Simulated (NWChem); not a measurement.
System: TiF$_{3}$, doublet; SMILES [F][Ti]([F])[F]

Parts of the log:

```
             Northwest Computational Chemistry Package (NWChem) 7.3.0
             --------------------------------------------------------

 D3H symmetry detected

                             Geometry "geometry" -> ""
                             -------------------------

 Output coordinates in angstroms (scale by  1.889725989 to convert to a.u.)

  No.       Tag          Charge          X              Y              Z
 ---- ---------------- ---------- -------------- -------------- --------------
    1 Ti                  22.0000    -0.00000000    -0.00000000     0.00000000
    2 F                    9.0000     1.24525548     1.24525548     0.00000000
    3 F                    9.0000     0.45579514    -1.70105062     0.00000000
    4 F                    9.0000    -1.70105062     0.45579514     0.00000000

 Effective nuclear repulsion energy (a.u.)     220.6474614611

      Symmetry information
      --------------------

 Group name             D3h
 Group number             27
 Group order              12
 No. of unique centers     2

                                 NWChem DFT Module
                                 -----------------

 Summary of "ao basis" -> "ao basis" (spherical)
 ------------------------------------------------------------------------------
       Tag                 Description            Shells   Functions and Types
 ---------------- ------------------------------  ------  ---------------------
 Ti                          6-31g*                 12       34   5s4p2d1f
 F                           6-31g*                  6       14   3s2p1d

      Symmetry analysis of basis
      --------------------------

        a1'        15
        a1"         1
        a2'         4
        a2"         8
        e'         34
        e"         14

  Rotation of axis

            General Information
            -------------------
          SCF calculation type: DFT
          Wavefunction type:  spin polarized.
          No. of atoms     :     4
          No. of electrons :    49
           Alpha electrons :    25
            Beta electrons :    24
          Charge           :     0
          Spin multiplicity:     2
          Use of symmetry is: on ; symmetry adaption is: on
          Maximum number of iterations: 150
          AO basis - number of functions:    76
                     number of shells:    30
          Convergence on energy requested:  1.00D-06
          Convergence on density requested:  1.00D-05
          Convergence on gradient requested:  5.00D-04

              XC Information
              --------------
                          N12 Method XC Functional
                           N12 Exchange Functional  1.000
                         N12 Correlation Potential  1.000

             Grid Information
             ----------------
          Grid used for XC integration:  medium
          Radial quadrature: Mura-Knowles
          Angular quadrature: Lebedev.
          Tag              B.-S. Rad. Rad. Pts. Rad. Cut. Ang. Pts.
          ---              ---------- --------- --------- ---------
          Ti                  1.40      112           9.0       590
          F                   0.50       49           7.0       434
          Grid pruning is: on
          Number of quadrature shells:   161
          Spatial weights used:  Erf1

      Superposition of Atomic Density Guess
      -------------------------------------

 Sum of atomic energies:       -1146.41820565

      Non-variational initial energy
      ------------------------------

 Total energy =   -1145.910116
 1-e energy   =   -2019.393789
 2-e energy   =     652.836211
 HOMO         =      -0.103102
 LUMO         =       0.049085

   Symmetry analysis of molecular orbitals - initial alpha
   -------------------------------------------------------

  Numbering of irreducible representations:

     1 a1'         2 a1"         3 a2'         4 a2"         5 e'
     6 e"

  Orbital symmetries:

     1 a1'         2 a1'         3 e'          4 e'          5 a1'
     6 e'          7 e'          8 a2"         9 a1'        10 e'
    11 e'         12 a2"        13 a1'        14 e'         15 e'
    16 a1'        17 e'         18 e'         19 e"         20 e"
    21 a2"        22 a2'        23 e'         24 e'         25 a1'
    26 a2"        27 e'         28 e'         29 e"         30 e"
    31 a1'        32 e'         33 e'         34 a2"        35 a1'

   Symmetry analysis of molecular orbitals - initial beta
   ------------------------------------------------------

  Numbering of irreducible representations:

     1 a1'         2 a1"         3 a2'         4 a2"         5 e'
     6 e"

  Orbital symmetries:

     1 a1'         2 a1'         3 e'          4 e'          5 a1'
     6 e'          7 e'          8 a2"         9 a1'        10 e'
    11 e'         12 a2"        13 a1'        14 e'         15 e'
    16 a1'        17 e'         18 e'         19 e"         20 e"
    21 a2"        22 a2'        23 e'         24 e'         25 a1'
    26 a2"        27 e'         28 e'         29 e"         30 e"
    31 a1'        32 e'         33 e'         34 a2"        35 a1'

     ---------------------------------------------
      Total Density - Mulliken Population Analysis
     ---------------------------------------------

    Atom       Charge   Shell Charges
 -----------   ------   -------------------------------------------------------
    1 Ti  22    19.60   2.00  2.00  6.00  2.00  6.00  0.31  0.07  0.68  0.03  0.19  0.31  0.02
    2 F    9     9.80   2.00  0.97  3.57  1.01  2.24  0.01
    3 F    9     9.80   2.00  0.97  3.57  1.01  2.24  0.01
    4 F    9     9.80   2.00  0.97  3.57  1.01  2.24  0.01

     --------------------------------------------
      Spin Density - Mulliken Population Analysis
     --------------------------------------------

    Atom       Charge   Shell Charges
 -----------   ------   -------------------------------------------------------
    1 Ti  22     1.00   0.00  0.00 -0.00 -0.00  0.00  0.23 -0.00  0.67 -0.00  0.05  0.07  0.00
    2 F    9    -0.00   0.00  0.01  0.00 -0.01 -0.00  0.00
    3 F    9    -0.00   0.00  0.01  0.00 -0.01 -0.00  0.00
    4 F    9    -0.00   0.00  0.01  0.00 -0.01 -0.00  0.00

   convergence    iter        energy       DeltaE   RMS-Dens  Diis-err
 ---------------- ----- ----------------- --------- --------- ---------
 d= 0,ls=0.0,diis     1  -1148.4123433224 -1.37D+03  3.52D-02  8.29D-01
                                                     3.45D-02  7.22D-01
 d= 0,ls=0.5,diis     2  -1125.7445681872  2.27D+01  7.25D-03  4.29D+01
                                                     7.17D-03  4.02D+01
 d= 0,ls=0.5,diis     3  -1131.9235963887 -6.18D+00  2.91D-03  3.90D+01
                                                     2.91D-03  3.70D+01
 d= 0,ls=0.5,diis     4  -1134.2367369656 -2.31D+00  3.50D-03  3.71D+01
                                                     3.49D-03  3.54D+01
 d= 0,ls=0.5,diis     5  -1137.4427753960 -3.21D+00  2.93D-03  3.21D+01
                                                     2.95D-03  3.07D+01
 d= 0,ls=0.5,diis     6  -1139.8482108732 -2.41D+00  1.76D-03  2.73D+01
                                                     1.81D-03  2.62D+01
 d= 0,ls=0.5,diis     7  -1141.1104038650 -1.26D+00  9.58D-04  2.44D+01
                                                     1.00D-03  2.34D+01
 d= 0,ls=0.5,diis     8  -1141.7156366676 -6.05D-01  4.78D-04  2.29D+01
                                                     5.22D-04  2.21D+01
 d= 0,ls=0.5,diis     9  -1141.8782299906 -1.63D-01  8.08D-04  2.26D+01
                                                     8.17D-04  2.18D+01
 d= 0,ls=0.5,diis    10  -1142.4274996732 -5.49D-01  3.26D-03  2.10D+01
                                                     3.17D-03  2.03D+01
 d= 0,ls=0.5,diis    11  -1144.7498647469 -2.32D+00  1.31D-02  1.32D+01
                                                     1.81D-02  1.27D+01
 d= 0,ls=0.5,diis    12  -1148.9683148003 -4.22D+00  3.07D-03  2.86D-01
                                                     2.62D-03  2.11D-01
  Resetting Diis
 d= 0,ls=0.5,diis    13  -1148.9600237240  8.29D-03  2.15D-03  2.91D-01
                                                     1.80D-03  2.21D-01
 d= 0,ls=0.5,diis    14  -1149.0451776366 -8.52D-02  3.14D-03  6.43D-02
                                                     2.47D-03  4.42D-02
 d= 0,ls=0.5,diis    15  -1149.0336700330  1.15D-02  9.19D-04  1.16D-01
                                                     8.39D-04  1.20D-01
 d= 0,ls=0.5,diis    16  -1149.0578303087 -2.42D-02  4.84D-04  3.67D-02
                                                     4.74D-04  3.79D-02
 d= 0,ls=0.5,diis    17  -1149.0682599611 -1.04D-02  3.36D-04  1.16D-02
                                                     3.70D-04  1.24D-02
 d= 0,ls=0.5,diis    18  -1149.0727181094 -4.46D-03  2.06D-04  2.50D-03
                                                     2.12D-04  2.80D-03
 d= 0,ls=0.5,diis    19  -1149.0738882599 -1.17D-03  1.48D-04  6.77D-04
                                                     1.17D-04  7.60D-04
 d= 0,ls=0.5,diis    20  -1149.0742240534 -3.36D-04  1.13D-04  2.56D-04
                                                     7.44D-05  2.76D-04
 d= 0,ls=0.5,diis    21  -1149.0743562042 -1.32D-04  8.95D-05  1.06D-04
                                                     4.92D-05  1.10D-04
 d= 0,ls=0.5,diis    22  -1149.0744148849 -5.87D-05  7.07D-05  4.12D-05
                                                     3.11D-05  4.08D-05
 d= 0,ls=0.5,diis    23  -1149.0744404968 -2.56D-05  5.65D-05  1.62D-05
                                                     2.08D-05  1.49D-05
 d= 0,ls=0.5,diis    24  -1149.0744521618 -1.17D-05  4.50D-05  7.48D-06
                                                     1.32D-05  6.38D-06
 d= 0,ls=0.5,diis    25  -1149.0744580012 -5.84D-06  3.56D-05  3.71D-06
                                                     9.08D-06  2.89D-06
 d= 0,ls=0.5,diis    26  -1149.0744612180 -3.22D-06  2.82D-05  1.78D-06
                                                     5.84D-06  1.12D-06
 d= 0,ls=0.5,diis    27  -1149.0744629256 -1.71D-06  2.21D-05  1.09D-06
                                                     4.31D-06  5.98D-07
 d= 0,ls=0.5,diis    28  -1149.0744639392 -1.01D-06  1.75D-05  6.57D-07
                                                     2.95D-06  2.80D-07
 d= 0,ls=0.5,diis    29  -1149.0744645410 -6.02D-07  1.38D-05  4.18D-07
                                                     2.01D-06  1.44D-07
 d= 0,ls=0.5,diis    30  -1149.0744649015 -3.60D-07  1.09D-05  2.87D-07
                                                     1.38D-06  9.51D-08
 d= 0,ls=0.5,diis    31  -1149.0744651277 -2.26D-07  8.64D-06  1.99D-07
                                                     9.23D-07  6.74D-08

         Total DFT energy =    -1149.074465272917
      One electron energy =    -2025.061622583767
           Coulomb energy =      729.123820966965
    Exchange-Corr. energy =      -73.784125117219
 Nuclear repulsion energy =      220.647461461103

 Numeric. integr. density =       49.000001353258

                  Occupations of the irreducible representations
                  ----------------------------------------------

                     irrep           alpha         beta
                     --------     --------     --------
                     a1'               7.0          6.0
                     a1"               0.0          0.0
                     a2'               1.0          1.0
                     a2"               3.0          3.0
                     e'               12.0         12.0
                     e"                2.0          2.0

                    DFT Final Alpha Molecular Orbital Analysis
                    ------------------------------------------

 Vector   23  Occ=1.000000D+00  E=-3.480432D-01  Symmetry=e'
              MO Center= -2.3D-01, -1.0D-01, -1.9D-16, r^2= 3.4D+00
   Bfn.  Coefficient  Atom+Function         Bfn.  Coefficient  Atom+Function
  ----- ------------  ---------------      ----- ------------  ---------------
    66      0.425202  4 F  py                51      0.372942  3 F  px
    37     -0.284062  2 F  px                70      0.282653  4 F  py
    55      0.249295  3 F  px                41     -0.198053  2 F  px
    38     -0.167048  2 F  py                 8     -0.150038  1 Ti py
    42     -0.120604  2 F  py                52     -0.120513  3 F  py

 Vector   24  Occ=1.000000D+00  E=-3.398488D-01  Symmetry=a2'
              MO Center=  5.0D-14, -8.3D-14,  6.1D-21, r^2= 3.5D+00
   Bfn.  Coefficient  Atom+Function         Bfn.  Coefficient  Atom+Function
  ----- ------------  ---------------      ----- ------------  ---------------
    51      0.378553  3 F  px                66     -0.378553  4 F  py
    37     -0.277120  2 F  px                38      0.277120  2 F  py
    55      0.261530  3 F  px                70     -0.261530  4 F  py
    41     -0.191453  2 F  px                42      0.191453  2 F  py
    52      0.101433  3 F  py                65     -0.101433  4 F  px

 Vector   25  Occ=1.000000D+00  E=-1.690749D-01  Symmetry=a1'
              MO Center=  3.3D-15,  5.9D-14,  1.2D-15, r^2= 1.5D+00
   Bfn.  Coefficient  Atom+Function         Bfn.  Coefficient  Atom+Function
  ----- ------------  ---------------      ----- ------------  ---------------
    20      0.633061  1 Ti d  0              25      0.379426  1 Ti d  0
    10     -0.371064  1 Ti s                  6      0.183206  1 Ti s
    14      0.137805  1 Ti s                 52      0.084934  3 F  py
    65      0.084934  4 F  px                56      0.080129  3 F  py
    69      0.080129  4 F  px                 2     -0.068867  1 Ti s

 Vector   26  Occ=0.000000D+00  E=-1.228816D-01  Symmetry=e"
              MO Center= -7.1D-02, -4.8D-02,  1.7D-15, r^2= 9.5D-01
   Bfn.  Coefficient  Atom+Function         Bfn.  Coefficient  Atom+Function
  ----- ------------  ---------------      ----- ------------  ---------------
    21      0.563995  1 Ti d  1              19      0.465917  1 Ti d -1
    26      0.315492  1 Ti d  1              24      0.260628  1 Ti d -1
    67     -0.196717  4 F  pz                53      0.176213  3 F  pz
    71     -0.140443  4 F  pz                57      0.125804  3 F  pz

 Vector   27  Occ=0.000000D+00  E=-1.228816D-01  Symmetry=e"
              MO Center=  7.1D-02,  4.8D-02, -4.7D-15, r^2= 9.5D-01
   Bfn.  Coefficient  Atom+Function         Bfn.  Coefficient  Atom+Function
  ----- ------------  ---------------      ----- ------------  ---------------
    19      0.563995  1 Ti d -1              21     -0.465917  1 Ti d  1
    24      0.315492  1 Ti d -1              26     -0.260628  1 Ti d  1
    39     -0.215311  2 F  pz                43     -0.153718  2 F  pz
    53      0.125413  3 F  pz                57      0.089536  3 F  pz
    67      0.089899  4 F  pz                71      0.064182  4 F  pz

 Vector   28  Occ=0.000000D+00  E=-7.147584D-02  Symmetry=e'
              MO Center= -3.6D-02,  2.4D-02,  1.6D-15, r^2= 1.3D+00
   Bfn.  Coefficient  Atom+Function         Bfn.  Coefficient  Atom+Function
  ----- ------------  ---------------      ----- ------------  ---------------
    18      0.560021  1 Ti d -2              22      0.460873  1 Ti d  2
    23      0.289990  1 Ti d -2              12     -0.242091  1 Ti py
    27      0.238649  1 Ti d  2              52      0.208428  3 F  py
    38      0.206744  2 F  py                66      0.204379  4 F  py
    56      0.176977  3 F  py                42      0.165030  2 F  py

                     DFT Final Beta Molecular Orbital Analysis
                     -----------------------------------------

[...]
```

Level: N12/6-31G* (spherical d), spin-unrestricted. In the optimisation the excess spin sits in a' (C3h, its own frame). Geometry: optimised at PBE-D3(BJ)/def2-SVP, spin-unrestricted. No stability test was run on the SCF state.

**Question.** Write an input that gives this output.

**Answer.** Several could match; the one computed here: the input that was run:
```
start job
memory heap 200 mb stack 900 mb global 1100 mb
geometry units angstroms noautoz
  Ti     0.000000     0.000000     0.000000
  F     -1.760561     0.041803     0.000000
  F      0.916483     1.503789     0.000000
  F      0.844078    -1.545592     0.000000
end
basis spherical
  Ti library 6-31g*
  F library 6-31g*
end
dft
  odft
  mult 2
  xc n12
  iterations 150
  mulliken
end
task dft energy
```
